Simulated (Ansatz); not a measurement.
```yaml
crystal:
  periodic: [false, false, false]
  atoms:
    - {symbol: C, position_ang: [-0.014170, -1.188199, 1.901452]}
    - {symbol: C, position_ang: [0.001419, -0.430098, 0.677044]}
    - {symbol: N, position_ang: [0.013432, 0.171209, -0.293096]}
    - {symbol: Ga, position_ang: [0.032145, 1.258508, -2.029360]}
    - {symbol: F, position_ang: [1.731494, 1.166694, -2.439688]}
    - {symbol: F, position_ang: [-0.556961, 2.798119, -1.439933]}
    - {symbol: F, position_ang: [-1.069831, 0.311361, -3.005643]}
    - {symbol: H, position_ang: [-0.367110, -2.200525, 1.698207]}
    - {symbol: H, position_ang: [0.994406, -1.230948, 2.315740]}
    - {symbol: H, position_ang: [-0.681724, -0.707321, 2.618276]}
basis:
  gaussian: {orbitals: STO-3G, final_grid: {core_spheres: 20, valence_spheres: 16, degree: 47}}
hamiltonian: {xc: {name: HSE06}, dispersion: d3bj}
```

```sh
$ ansatz run in.yaml --threads 4 --pin off --events-out ev --progress --plain --max-ram 11315MiB
```

It prints (some lines left out):

```
Functional definition: HSE06
652 factors; integrals over basis functions are off by at most 4.0e-5 eV
90 factors; integrals over basis functions are off by at most 2.3e-7 eV
mean field evaluation 1: about -62221.0704 eV, gradient 4.1e2 eV
mean field evaluation 2: about -62784.8231 eV, gradient 1.5e2 eV
mean field evaluation 4: about -63197.8909 eV, gradient 1.8e2 eV
mean field evaluation 8: about -63339.8240 eV, gradient 3.3e1 eV
mean field evaluation 16: about -63344.9269 eV, gradient 2.1e-1 eV
mean field -63344.92657564 eV, -2327.8831149213 hartree, gradient 1.5e-5 eV, S^2 0.000000; 0 other end points of the search recorded, 0 dependent functions left out
reference -63344.92660102 eV, -2327.8831158541 hartree; 40, 40 occupied and 11, 11 virtual orbitals, 652 factors
Total energy: -63345.04543677 eV, -2327.8874829874 hartree
```

Run time 1.3 s (4 threads of an Arm Neoverse V2 on a shared host); peak host memory 0.16 GiB.
